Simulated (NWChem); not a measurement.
Species: H₃SO₄ cation; SMILES O=S(O)(O)=[OH+]

```xyz
8

O     -0.0052     1.5732     0.0009
S     -0.0004     0.1284     0.0001
O     -0.6959    -0.5944     1.2172
O      1.4053    -0.5867    -0.0051
O     -0.7038    -0.5931    -1.2133
H     -0.4948    -0.1524     2.0826
H      2.0527    -0.1400    -0.6101
H     -1.5552    -0.1533    -1.4708
```
Atoms are numbered in this order, from 1.

Results from NWChem. Medium grid unless said otherwise, to which SCAN and Minnesota functionals are sensitive. Structure relaxed at the PBE-D3(BJ)/def2-SVP level.

For level PW91/def2-SVP:

* **highest occupied level (eV)**: -14.65
* **orbital gap (eV)**: 7.17

### Question
What are these values for level M06/def2-SVP?

### Answer
The highest occupied level (eV) is -16.65. The orbital gap (eV) comes out as 10.11.
